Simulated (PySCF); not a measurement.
The dipole of `C=C1CO[C@@H](F)C[SiH2]1` from its density and from atomic charges.

Coordinates (GFN2-xTB, Å) and charges (e) from the PBE0/pcSseg-1 density (PySCF):

```csv
atom,x,y,z,Mulliken,IAO,Hirshfeld,ESP-fitted
C1,2.425,0.051,0.701,-0.0750,-0.2916,-0.0904,-0.4725
C2,1.211,0.078,0.168,-0.5987,-0.2708,-0.0933,-0.0293
C3,0.507,1.379,-0.101,+0.1525,-0.0662,-0.0035,+0.0373
O4,-0.829,1.445,0.393,-0.4952,-0.3864,-0.1441,-0.3911
C5,-1.744,0.583,-0.166,+0.3761,+0.3559,+0.1265,+0.3650
F6,-1.744,0.730,-1.549,-0.3385,-0.3448,-0.1174,-0.2474
C7,-1.552,-0.891,0.161,-0.5137,-0.5787,-0.1788,-0.3526
Si8,0.204,-1.434,-0.339,+0.7358,+0.7473,+0.3324,+0.4501
H9,2.942,-0.878,0.872,+0.1104,+0.1483,+0.0462,+0.1869
H10,2.955,0.950,0.979,+0.1088,+0.1436,+0.0473,+0.1900
H11,0.497,1.563,-1.185,+0.1388,+0.1452,+0.0355,+0.0737
H12,1.010,2.215,0.392,+0.1204,+0.1562,+0.0504,+0.1139
H13,-2.728,0.948,0.168,+0.1134,+0.1524,+0.0458,+0.0686
H14,-1.711,-1.007,1.232,+0.1557,+0.1621,+0.0481,+0.1155
H15,-2.327,-1.457,-0.352,+0.1532,+0.1605,+0.0450,+0.1039
H16,0.276,-1.633,-1.790,-0.0556,-0.1159,-0.0753,-0.1019
H17,0.601,-2.630,0.406,-0.0883,-0.1172,-0.0743,-0.1100
```

Problem. Form Σ q r in debye for every column and set it beside the full dipole.

Solution. The full density gives (0.65, -0.98, 0.89) D, 1.47 D in size; dipole vectors point from the negative to the positive end.

| scheme | μx | μy | μz | size (D) | share of the full size (%) | angle to the full dipole (°) |
| --- | --- | --- | --- | --- | --- | --- |
| Mulliken | 1.44 | -3.08 | 0.35 | 3.41 | 232 | 32 |
| IAO | 0.98 | -2.22 | 1.06 | 2.65 | 180 | 16 |
| Hirshfeld | 0.39 | -0.65 | 0.50 | 0.91 | 62 | 4 |
| ESP-fitted | 0.66 | -0.97 | 0.87 | 1.46 | 99 | 1 |

Problem. Which set comes closest?

Solution. Length of the difference vector: ESP-fitted 0.03 D, Hirshfeld 0.57 D, IAO 1.30 D, Mulliken 2.31 D. Closest: ESP-fitted. ESP charges are fitted to the potential around the molecule, whose slowest-falling term is the dipole's. 

Problem. What is left for the Hirshfeld atoms' own dipoles?

Solution. The Hirshfeld atoms' densities add up to the full density, so μ = Σ q r + Σ (atomic dipoles). The atomic dipoles sum to (0.65, -0.98, 0.89) − (0.39, -0.65, 0.50) = (0.26, -0.33, 0.39) D, 0.57 D in size.

Problem. With the origin at the mean of the coordinates, (0.000, 0.001, -0.001) Å, which are the largest single terms, by size, of the Hirshfeld dipole along the direction of the full one?

Solution. Si8 +1.34, F6 +1.23, H17 -0.80, C5 -0.76, O4 +0.75 D; all 17 atoms together +0.91 D. The single terms depend on the origin, their sum doesn't.

Problem. Give the size of the full dipole in other units.

Solution. 1.47 D = 0.580 au = 0.307 e·Å = 4.92 × 10⁻³⁰ C·m.

Geometry: GFN2-xTB, one conformer, isolated molecule.

The run behind these numbers computed NMR shieldings as well. Time: 56 s of wall time; peak memory 0.77 GiB. Hardware: an Arm Neoverse N1 with one thread, no GPU, on a shared host.
